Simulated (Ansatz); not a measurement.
A structure relaxed at PBE0-D4/def2-TZVP, charge 0, multiplicity 1:

```csv
atom,x (Å),y (Å),z (Å)
C1,2.029,-0.360,0.511
B2,0.534,-0.171,0.143
O3,-0.365,-1.187,0.058
C4,-1.651,-0.615,-0.307
Ge5,-0.913,1.247,-0.360
H6,2.288,-1.405,0.694
H7,2.278,0.227,1.402
H8,2.669,0.027,-0.289
H9,-2.379,-0.843,0.473
H10,-1.981,-1.049,-1.251
H11,-0.977,1.920,-1.743
H12,-1.533,2.210,0.669
```

(1) Give its formula and SMILES.

(2) Point group (tolerance 0.08 Å, 0.16 Å for H)?

(3) Summarise the bond lengths by kind.

Results:

(1) C2H7BGeO, `C[B]1O[CH2][GeH2]1`.

(2) Cs.

(3) 1 × B–C 1.551 Å; 5 × C–H 1.091 to 1.095 Å; 1 × B–O 1.359 Å; 1 × B–Ge 2.087 Å; 1 × C–O 1.454 Å; 1 × C–Ge 2.003 Å; 2 × Ge–H 1.540 Å.

Computed with Ansatz.
